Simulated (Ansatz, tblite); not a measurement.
Forces on `FC(F)(F)c1ccc(-c2ccc(-c3ccc(-c4ccc(C(F)(F)F)o4)o3)o2)o1` at its r2SCAN-D4/def2-SVP geometry. Total charge 0; singlet.

The xTB rows come from tblite. Single mean-field runs in def2-TZVP are fitted with def2-universal-jkfit.

GFN1-xTB (tblite), largest force 0.53 eV/Å:

```xyz
36
positions Å, forces eV/Å
F     5.877    0.702    3.019   -0.049    0.129    0.228
C     5.178    1.220    4.043    0.221   -0.280    0.073
F     4.667    0.182    4.727    0.149    0.213   -0.052
F     6.034    1.869    4.847   -0.065   -0.184   -0.102
C     4.123    2.159    3.581   -0.274    0.167   -0.140
C     3.894    3.488    3.824   -0.089    0.049   -0.057
C     2.721    3.821    3.093    0.008   -0.030    0.005
C     2.319    2.660    2.456    0.286   -0.002    0.197
C     1.221    2.361    1.586   -0.239   -0.108   -0.205
C     0.185    3.130    1.087   -0.046   -0.025   -0.036
C    -0.596    2.272    0.273    0.054    0.028    0.042
C     0.014    1.030    0.325    0.290    0.209    0.272
C    -0.286   -0.230   -0.273   -0.226   -0.216   -0.229
C     0.327   -1.468   -0.217   -0.066   -0.060   -0.060
C    -0.449   -2.333   -1.030    0.068    0.058    0.061
C    -1.485   -1.568   -1.531    0.185    0.243    0.209
C    -2.583   -1.860   -2.399   -0.184   -0.280   -0.214
C    -3.619   -1.093   -2.898   -0.013   -0.069   -0.032
C    -4.396   -1.963   -3.715    0.059    0.119    0.080
C    -3.782   -3.186   -3.653    0.070    0.272    0.133
C    -4.093   -4.498   -4.275   -0.022   -0.325   -0.115
F    -4.306   -5.456   -3.356   -0.044    0.159   -0.206
F    -3.095   -4.934   -5.063   -0.242    0.073    0.074
F    -5.199   -4.388   -5.025    0.172   -0.124    0.084
O    -2.682   -3.137   -2.859   -0.185    0.382   -0.015
O    -1.388   -0.289   -1.072    0.220   -0.255    0.078
O     1.115    1.085    1.122   -0.299    0.351   -0.106
O     3.177    1.648    2.755   -0.071    0.511    0.106
H     4.499    4.140    4.452   -0.241   -0.215   -0.237
H     2.229    4.790    3.039    0.203   -0.346    0.040
H     0.014    4.186    1.287    0.043   -0.384   -0.086
H    -1.494    2.517   -0.289    0.328   -0.058    0.214
H     1.227   -1.706    0.347   -0.334    0.054   -0.219
H    -0.282   -3.388   -1.234   -0.034    0.388    0.093
H    -3.787   -0.038   -2.694    0.028   -0.390   -0.100
H    -5.295   -1.725   -4.279    0.335   -0.055    0.221
```

GFN2-xTB (tblite), largest force 0.75 eV/Å:

```
F 0.077 -0.006 0.209
C -0.127 0.228 -0.019
F 0.216 0.052 0.014
F 0.106 -0.288 -0.013
C -0.539 0.148 -0.333
C -0.094 0.229 -0.007
C 0.043 0.060 0.058
C 0.396 -0.046 0.261
C -0.284 -0.223 -0.273
C -0.143 0.070 -0.075
C -0.002 0.135 0.035
C 0.555 0.215 0.461
C -0.501 -0.222 -0.425
C 0.018 -0.140 -0.025
C 0.133 -0.037 0.077
C 0.192 0.554 0.309
C -0.208 -0.584 -0.324
C -0.074 -0.016 -0.059
C -0.054 0.246 0.038
C 0.316 0.404 0.348
C -0.034 0.249 0.051
F -0.065 -0.017 -0.216
F -0.211 -0.081 -0.010
F 0.091 -0.296 -0.026
O -0.230 0.403 -0.040
O 0.296 -0.338 0.106
O -0.311 0.425 -0.091
O -0.098 0.506 0.084
H -0.349 -0.337 -0.351
H 0.318 -0.556 0.058
H 0.074 -0.605 -0.132
H 0.506 -0.109 0.325
H -0.507 0.094 -0.330
H -0.061 0.591 0.137
H 0.056 -0.611 -0.147
H 0.498 -0.095 0.324
```

r2SCAN-D4/def2-TZVP (Ansatz), largest force 0.51 eV/Å:

```
F 0.120 -0.102 -0.085
C -0.291 0.310 -0.110
F -0.003 -0.156 0.090
F 0.091 -0.001 0.064
C 0.067 0.462 0.193
C 0.050 -0.160 -0.023
C -0.075 -0.102 -0.074
C -0.169 0.376 -0.013
C -0.094 0.377 0.045
C 0.110 -0.057 0.066
C 0.068 -0.118 0.006
C -0.388 0.143 -0.228
C 0.374 -0.151 0.215
C -0.056 0.120 0.003
C -0.105 0.070 -0.059
C 0.127 -0.441 -0.040
C -0.116 0.454 0.059
C 0.123 -0.063 0.066
C 0.046 -0.170 -0.017
C -0.326 0.368 -0.119
C 0.055 0.398 0.160
F -0.032 -0.155 0.062
F 0.085 -0.105 -0.104
F -0.067 -0.050 -0.062
O 0.099 -0.109 0.036
O -0.093 0.110 -0.033
O 0.091 -0.111 0.030
O -0.018 -0.142 -0.056
H -0.200 -0.224 -0.211
H 0.162 -0.328 0.016
H 0.062 -0.353 -0.063
H 0.302 -0.079 0.189
H -0.302 0.078 -0.190
H -0.055 0.353 0.068
H 0.052 -0.359 -0.073
H 0.306 -0.085 0.191
```
